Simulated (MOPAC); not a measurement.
MOPAC input (PM7):

```
PM7 FORCE THERMO(298,298) PRECISE LET UHF MS=0.5 GEO-OK AUX(PRECISION=9) THREADS=1
HCl2S2Si

S    -0.23283840 1    0.48407550 1    2.03254155 1
Si   -0.05084881 1    0.02941076 1    0.02570801 1
S     1.68258566 1   -1.17171721 1   -0.11764739 1
Cl    0.09623455 1    1.69420905 1   -1.10989173 1
Cl   -1.59688151 1   -1.04410869 1   -0.69131643 1
H     2.68563874 1   -0.26279215 1   -0.02886800 1
```

From the output:

```
     H    6   0.020617   0.270692   3.447547   0.014612   0.050728   3.519350

          HEAT OF FORMATION =     -68.586874 KCALS/MOLE

          ZERO POINT ENERGY       8.909 KCAL/MOL

           NORMAL COORDINATE ANALYSIS (Total motion = 1 Angstrom)

   Root No.       1         2         3         4         5         6         7         8

                 1 A       2 A       3 A       4 A       5 A       6 A       7 A       8 A

                  89.8     109.4     152.4     171.2     180.6     188.1     417.1     530.8

           1   -0.0254   -0.0134    0.0113   -0.0426    0.0218    0.1617    0.2246   -0.1742
           2   -0.1214   -0.0964   -0.0165   -0.0612    0.0174   -0.0484   -0.0098    0.0113
           3   -0.0561    0.0921   -0.0485   -0.0494   -0.0988    0.0204   -0.0007    0.0011
           4   -0.0104   -0.0053    0.0095   -0.0315    0.0205    0.1624   -0.0174    0.2543
           5    0.0403    0.0210   -0.0113    0.1255   -0.0264    0.0676    0.0372    0.2303
           6   -0.0084    0.0129    0.0158    0.0477    0.1138   -0.0235   -0.0024   -0.0207
           7    0.1311    0.0821   -0.0144    0.0305   -0.0093   -0.0664   -0.0478   -0.0625
           8   -0.0085   -0.0033   -0.0027    0.1129   -0.0168    0.1360   -0.2006   -0.1873
           9    0.0602   -0.1031    0.0337   -0.0318   -0.0903    0.0072    0.0011    0.0048
          10   -0.0755    0.0281   -0.0556   -0.0203   -0.0649   -0.0926   -0.0721    0.0045
          11   -0.0027    0.1053    0.0029   -0.0362    0.0856   -0.0794    0.0912   -0.0044
          12   -0.0141   -0.0270   -0.0234    0.1500    0.0039   -0.0519    0.1512   -0.0050
          13   -0.0002   -0.0976    0.0299    0.0475    0.0505   -0.1170   -0.0733    0.0094
          14    0.0816   -0.0265    0.0295   -0.1089   -0.0635   -0.0573    0.0739   -0.0119
          15    0.0110    0.0326    0.0282   -0.1109    0.0780    0.0449   -0.1498    0.0171
          16   -0.4117    0.4065    0.7359    0.3091   -0.4608   -0.1828   -0.0243   -0.0433
          17    0.2313   -0.1827   -0.2107   -0.0382   -0.0619    0.1384   -0.1528   -0.2467
          18    0.2123   -0.2047   -0.1403   -0.1185   -0.0361    0.0249    0.0031   -0.0379

   Root No.       9        10        11        12

                 9 A      10 A      11 A      12 A

                 585.8     590.9     749.8    2466.1

           1    0.0165    0.1230   -0.0038   -0.0000
           2    0.0003   -0.0027   -0.0001    0.0000
           3   -0.0002    0.0001   -0.0006   -0.0000
           4   -0.0296   -0.2507    0.0107    0.0004
           5    0.0554    0.2656   -0.0010    0.0014
           6    0.2692   -0.0672    0.0420   -0.0002
           7    0.0005   -0.0247   -0.0133   -0.0045
           8   -0.0084   -0.0889   -0.0234    0.0076
           9    0.0140   -0.0057   -0.0272   -0.0285
          10    0.0584    0.0401    0.0026    0.0000
          11   -0.0785   -0.0536   -0.0025    0.0000
          12   -0.1248   -0.0862   -0.0064   -0.0001
          13   -0.0467    0.0685   -0.0038   -0.0000
          14    0.0528   -0.0773    0.0010   -0.0001
          15   -0.0987    0.1435   -0.0071    0.0000
          16   -0.1288    0.0390    0.2875    0.1350
          17   -0.3815    0.1164    0.8307   -0.2801
          18   -0.0817    0.0338    0.1888    0.9171

           MASS-WEIGHTED COORDINATE ANALYSIS (NORMAL COORDINATES)

   Root No.       1         2         3         4         5         6         7         8

                 1 A       2 A       3 A       4 A       5 A       6 A       7 A       8 A

                  89.8     109.4     152.4     171.2     180.6     188.1     417.1     530.8

           1   -0.1009   -0.0508    0.0646   -0.1356    0.0855    0.4638    0.5410   -0.4158
           2   -0.4819   -0.3649   -0.0945   -0.1948    0.0680   -0.1388   -0.0237    0.0270
           3   -0.2228    0.3484   -0.2781   -0.1572   -0.3874    0.0584   -0.0016    0.0027
           4   -0.0385   -0.0187    0.0508   -0.0939    0.0754    0.4359   -0.0392    0.5680
           5    0.1498    0.0743   -0.0607    0.3736   -0.0968    0.1815    0.0838    0.5142
           6   -0.0312    0.0458    0.0847    0.1420    0.4177   -0.0630   -0.0054   -0.0461
           7    0.5206    0.3106   -0.0823    0.0970   -0.0365   -0.1906   -0.1150   -0.1492
           8   -0.0336   -0.0126   -0.0156    0.3590   -0.0659    0.3901   -0.4832   -0.4469
           9    0.2389   -0.3900    0.1935   -0.1013   -0.3542    0.0206    0.0027    0.0114
          10   -0.3151    0.1118   -0.3351   -0.0679   -0.2678   -0.2794   -0.1828    0.0113
          11   -0.0113    0.4188    0.0172   -0.1210    0.3531   -0.2395    0.2311   -0.0111
          12   -0.0587   -0.1076   -0.1411    0.5017    0.0159   -0.1565    0.3830   -0.0125
          13   -0.0009   -0.3882    0.1805    0.1589    0.2082   -0.3528   -0.1857    0.0235
          14    0.3407   -0.1053    0.1777   -0.3642   -0.2617   -0.1729    0.1873   -0.0298
          15    0.0459    0.1295    0.1703   -0.3710    0.3218    0.1353   -0.3794    0.0429
          16   -0.2898    0.2727    0.7482    0.1743   -0.3204   -0.0930   -0.0104   -0.0183
          17    0.1628   -0.1225   -0.2143   -0.0215   -0.0431    0.0704   -0.0653   -0.1044
          18    0.1495   -0.1373   -0.1427   -0.0669   -0.0251    0.0127    0.0013   -0.0160

   Root No.       9        10        11        12

                 9 A      10 A      11 A      12 A

                 585.8     590.9     749.8    2466.1

           1    0.0483    0.2802   -0.0226   -0.0002
           2    0.0009   -0.0062   -0.0009    0.0002
           3   -0.0006    0.0002   -0.0037   -0.0002
           4   -0.0810   -0.5345    0.0594    0.0019
           5    0.1517    0.5662   -0.0054    0.0078
           6    0.7371   -0.1433    0.2319   -0.0013
           7    0.0015   -0.0562   -0.0785   -0.0260
           8   -0.0246   -0.2024   -0.1382    0.0437
           9    0.0410   -0.0130   -0.1604   -0.1637
          10    0.1797    0.0960    0.0162    0.0001
          11   -0.2414   -0.1284   -0.0156    0.0000
          12   -0.3838   -0.2064   -0.0397   -0.0004
          13   -0.1438    0.1641   -0.0238   -0.0000
          14    0.1623   -0.1852    0.0060   -0.0006
          15   -0.3035    0.3438   -0.0441    0.0001
          16   -0.0668    0.0157    0.3010    0.1374
          17   -0.1979    0.0470    0.8699   -0.2850
          18   -0.0424    0.0136    0.1978    0.9330

          DESCRIPTION OF VIBRATIONS

 VIBRATION          1    1A          ATOM PAIR     ENERGY CONTRIBUTION    RADIAL
 FREQUENCY            89.76         Si2 -- S 3         +53.4% (179.4%)      0.2%
 TRANSITION DIPOLE   0.5721         S 1 -- Si2         +14.5% ( 93.4%)      0.9%
 TRAVEL (Ang.)       0.3250         S 3 -- H 6         +11.9% ( 84.7%)      9.3%
 REDUCED MASS        7.1145         Si2 -- Cl4         +11.5% ( 83.2%)      0.0%
 EFFECTIVE MASS     90.2530
 FORCE CONSTANT      0.0338

 VIBRATION          2    2A          ATOM PAIR     ENERGY CONTRIBUTION    RADIAL
 FREQUENCY           109.45         Si2 -- S 3         +64.2% (139.7%)      0.0%
 TRANSITION DIPOLE   0.3084         S 3 -- H 6         +10.1% ( 55.5%)     90.5%
 TRAVEL (Ang.)       0.3042         S 1 -- Si2          +9.8% ( 54.4%)      0.4%
 REDUCED MASS        6.6557         Si2 -- Cl5          +9.3% ( 53.1%)      0.0%
 EFFECTIVE MASS     68.5978
 FORCE CONSTANT      0.0470

 VIBRATION          3    3A          ATOM PAIR     ENERGY CONTRIBUTION    RADIAL
 FREQUENCY           152.39         S 3 -- H 6         +43.1% ( 80.7%)      2.5%
 TRANSITION DIPOLE   0.5188         Si2 -- S 3         +25.3% ( 61.8%)      0.2%
 TRAVEL (Ang.)       0.5170         Si2 -- Cl4         +13.8% ( 45.6%)      0.0%
 REDUCED MASS        1.6556         S 1 -- Si2         +11.5% ( 41.6%)      0.1%
 EFFECTIVE MASS     17.2611
 FORCE CONSTANT      0.0227

 VIBRATION          4    4A          ATOM PAIR     ENERGY CONTRIBUTION    RADIAL
 FREQUENCY           171.16         Si2 -- Cl5         +27.0% (119.8%)      0.0%
 TRANSITION DIPOLE   0.3375         S 1 -- Si2         +23.2% (111.1%)      0.4%
 TRAVEL (Ang.)       0.2305         Si2 -- S 3         +21.0% (105.6%)      1.4%
 REDUCED MASS        7.4169         Si2 -- Cl4         +16.5% ( 93.6%)      0.3%
 EFFECTIVE MASS     37.0939         S 3 -- H 6         +12.2% ( 80.6%)     14.1%
 FORCE CONSTANT      0.1280

 VIBRATION          5    5A          ATOM PAIR     ENERGY CONTRIBUTION    RADIAL
 FREQUENCY           180.56         Si2 -- S 3         +37.7% (147.3%)      0.0%
 TRANSITION DIPOLE   0.5824         S 1 -- Si2         +25.1% (120.3%)      0.0%
 TRAVEL (Ang.)       0.2622         Si2 -- Cl4         +20.8% (109.4%)      0.2%
 REDUCED MASS        5.4304         Si2 -- Cl5         +12.4% ( 84.4%)      3.5%
 EFFECTIVE MASS     48.2802
```
